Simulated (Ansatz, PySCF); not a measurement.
Species: difluoro(dimethoxy)silane, C$_{2}$H$_{6}$F$_{2}$O$_{2}$Si, net charge 0, singlet state. 
Coordinates optimised at B3LYP-D3(BJ)/def2-TZVP (Ansatz, a quantum-chemistry and plane-wave program):
```
Si
F 1 1.5827
F 1 1.5827 2 108.17
O 1 1.6136 2 105.88 3 119.41
C 4 1.4248 1 125.44 2 -176.97
H 5 1.0886 4 107.70 1 -171.15
H 5 1.0917 6 109.12 4 120.13
H 5 1.0928 6 109.06 7 119.06
O 1 1.6136 2 111.32 4 124.66
C 9 1.4248 1 125.44 2 -59.65
H 10 1.0886 9 107.70 1 -171.15
H 10 1.0917 11 109.12 9 120.13
H 10 1.0928 11 109.06 12 119.06
```

Quantity: atomisation energy (electronic, to ground-state atoms), in kJ/mol. Valence correlation only, unless marked. UHF or UKS for open shells. Spin-orbit coupling is left out. Non-relativistic. The coupled-cluster limit lacks core correlation, which all-electron functionals hold. Basis-set limits of correlation are two-point, X^-3; Hartree-Fock from the larger set. The bracket is a focal-point correction in the basis named.

```tsv
level	program	atomisation energy (kJ/mol)
HF/aug-cc-pV(D+d)Z	Ansatz	3863.7
HF/def2-TZVPD	PySCF	3981.3
BLYP-D4/def2-TZVPD	Ansatz + dftd4	5401.5
BLYP/def2-TZVPD	Ansatz	5341.9
revPBE/def2-TZVPD	Ansatz	5258.5
r2SCAN/def2-TZVPD	Ansatz	5421.3
r2SCAN-D4/def2-TZVPD	Ansatz + dftd4	5428.4
```

Problem. What does RI-MP2/CBS(cc-pV(T+d)Z,cc-pV(Q+d)Z)+[CCSD(T)-MP2]/cc-pV(T+d)Z (Ansatz) give?

Solution. 5451.1 kJ/mol, so r2SCAN-D4/def2-TZVPD differs from it by -22.7 kJ/mol.
